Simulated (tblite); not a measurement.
C₇H₆NO (doublet state).
Z-matrix (Å and degrees, GFN2-xTB geometry), rows numbered from 1:
```
N 
C   1  1.3082
O   2  1.2455  1  119.15
C   2  1.4606  1  116.92  3   179.94
C   4  1.3501  2  129.38  1  -179.93
C   5  1.4739  4  105.62  2  -179.98
C   6  1.5234  5  108.74  4    30.07
C   4  1.4850  2  125.21  1     0.06
C   7  1.4464  6   61.66  5  -100.55
H   1  1.0135  2  115.56  3     0.03
H   5  1.0721  4  128.58  2    -0.01
H   6  1.0788  5  122.27  4   179.98
H   7  1.0684  6  134.47  9  -129.83
H   8  1.0772  4  121.33  2     0.01
H   9  1.0684  6  134.48  7   129.90
```

Structure optimised with GFN2-xTB, isolated species. This method treats the open shell by occupation alone, without spin polarisation.

Masses are those of the commonest isotopes; rigid-rotor values at the optimised geometry. The values belong to one conformer with, in the numbering `[NH:1][C:2](=[O:3])[C:4]1=[CH:5][C@@H:6]2[C@@H:7]3[C@H:8]1[C@H:9]23`, H–N1–C2–O3 0°, N1–C2–C4–C5 180°.

**Question.** What are A, B and C (cm⁻¹)?

**Answer.** Ia = 113.13, Ib = 396.79, Ic = 475.65 u·Å²; 505379 MHz·u·Å²/I gives 4467, 1274 and 1063 MHz, that is A = 0.14901, B = 0.04248, C = 0.03544 cm⁻¹.

**Question.** Classify the top.

**Answer.** An asymmetric top: κ = (2 × 1274 − 4467 − 1063)/(4467 − 1063) = -0.88.

**Question.** What does the inertial defect say?

**Answer.** Not planar: Δ = Ic − Ia − Ib = -34.28 u·Å². For a rigid frame Δ = −2 Σ m c², so Σ m c² = 17.14 u·Å² lies off the ab plane: 4.59 from hydrogen and 12.55 from heavier atoms. The atom farthest from that plane is 1.51 Å away.

**Question.** Give the other two planar moments, Paa and Pbb, and the rms extents of the mass along the axes.

**Answer.** Paa = Σ m a² = (Ib + Ic − Ia)/2 = 379.65 and Pbb = Σ m b² = (Ia + Ic − Ib)/2 = 96.00 u·Å². With the mass M = 120.04 u, the rms extents √(P/M) along a, b and c are 1.78, 0.89, 0.38 Å.

**Question.** List the rotational levels J(Ka,Kc) to J = 5 (cm⁻¹).

**Answer.** Above 0(0,0):
J = 1: 1(0,1) 0.0779, 1(1,1) 0.1844, 1(1,0) 0.1915
J = 2: 2(0,2) 0.2334, 2(1,2) 0.3333, 2(1,1) 0.3544, 2(2,1) 0.6739, 2(2,0) 0.6743
J = 3: 3(0,3) 0.4659, 3(1,3) 0.5563, 3(1,2) 0.5985, 3(2,2) 0.9077, 3(2,1) 0.9094, 3(3,1) 1.4581, 3(3,0) 1.4582
J = 4: 4(0,4) 0.7742, 4(1,4) 0.8532, 4(1,3) 0.9236, 4(2,3) 1.2192, 4(2,2) 1.2242, 4(3,2) 1.7705, 4(3,1) 1.7706, 4(4,1) 2.5402, 4(4,0) 2.5402
J = 5: 5(0,5) 1.1573, 5(1,5) 1.2239, 5(1,4) 1.3292, 5(2,4) 1.6080, 5(2,3) 1.6196, 5(3,3) 2.1612, 5(3,2) 2.1615, 5(4,2) 2.9306, 5(4,1) 2.9306, 5(5,1) 3.9203, 5(5,0) 3.9203
Those of J = 1 are B + C, A + C and A + B.

For this open shell read J as N, the rotation without spin; fine and hyperfine splittings come on top. Its GFN2-xTB frequencies are all real (lowest 61 cm⁻¹). Zero-point vibration and centrifugal distortion are left out.

On one thread of an Arm Neoverse V2, shared host with 32 logical CPUs at a one-minute load of 14, this took 0.2 s wall. These figures are those of the optimisation.

All values are computed, not measured.
